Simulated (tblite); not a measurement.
Compound: C₆H₄FI.
SMILES with atom numbers: `[F:1][c:2]1[cH:3][cH:4][cH:5][cH:6][c:7]1[I:8]` (hydrogens: H9 on C3; H10 on C4; H11 on C5; H12 on C6)

Computed with GFN2-xTB (tblite): harmonic, unscaled wavenumbers at the GFN2-xTB geometry, gas phase. Errors from tens to a few hundred cm⁻¹ against measured bands are possible.

Harmonic wavenumbers (cm⁻¹): 124.4, 152.3, 240.5, 252.4, 408.1, 438.9, 495.1, 510.7, 629.3, 647.8, 782.1, 806.4, 875.8, 912.3, 925.6, 1011.1, 1083.2, 1141.6, 1175.5, 1236.2, 1238.8, 1315.6, 1421.2, 1455.2, 1576.7, 1582.8, 3093.8, 3099.5, 3106.7, 3113.4.

A = 2846, B = 731.1, C = 581.7 MHz; mass 221.934 u (most abundant isotopes); point group Cs, symmetry number 1.

Q: Zero-point energy?

A: Half the sum of the wavenumbers: 17426 cm⁻¹ = 49.83 kcal/mol.

Q: Entropy at 273.15 K, 1 bar (ideal gas, RRHO, classical rotation)?

A: Translation 41.69, rotation 29.70, vibration 12.65: S = 84.0 cal/(mol K).

Q: And Cp and H(273.15 K) − H(0)?

A: Cp = 25.46 cal/(mol K), of which vibrations give 17.51 (their classical limit is 30 R = 59.6); H(273.15 K) − H(0) = 4.28 kcal/mol without the zero-point energy, 2.11 from vibrations.

Q: How do the functions run with temperature in this model?

A: 
| T (K) | S (cal/(mol K)) | Cp (cal/(mol K)) | H − H(0) (kcal/mol) | G − H(0) (kcal/mol) | ln q(vib) |
| --- | --- | --- | --- | --- | --- |
| 50 | 58.3 | 9.4 | 0.41 | -2.50 | 0.04 |
| 100 | 65.9 | 12.9 | 0.97 | -5.62 | 0.37 |
| 298.15 | 86.3 | 27.3 | 4.94 | -20.81 | 2.85 |
| 373.15 | 93.0 | 32.4 | 7.18 | -27.54 | 3.96 |
| 500 | 103.6 | 39.6 | 11.77 | -40.02 | 5.93 |
| 750 | 121.6 | 48.9 | 22.94 | -68.23 | 9.82 |
| 1000 | 136.4 | 54.3 | 35.89 | -100.54 | 13.48 |

q(vib) and H(0) count from the zero-point level.

Q: Which modes carry the vibrational entropy at 273.15 K?

A: 124.4 cm⁻¹: 2.86; 152.3 cm⁻¹: 2.48; 240.5 cm⁻¹: 1.65; 252.4 cm⁻¹: 1.56; 408.1 cm⁻¹: 0.81; 438.9 cm⁻¹: 0.71 cal/(mol K); the other 24 give 2.58 together.

Q: Blend soft modes into free rotors: weight 1/[1 + (100 cm⁻¹/ν̃)⁴] for the oscillator and the rest for a rotor with moment μB/(μ + B), μ = h/(8π²ν), B = 10⁻⁴⁴ kg m². What vibrational entropy results?

A: 12.56 cal/(mol K) in place of 12.65, which changes −T·S at 273.15 K by +0.02 kcal/mol.

Q: What must be added to the electronic energy to get the Gibbs energy at 273.15 K and 1 bar?

A: ZPE + [H(273.15 K) − H(0)] − T·S = 49.83 + 4.28 − 22.96 = 31.15 kcal/mol.

Hindered rotation and anharmonicity are outside this model.
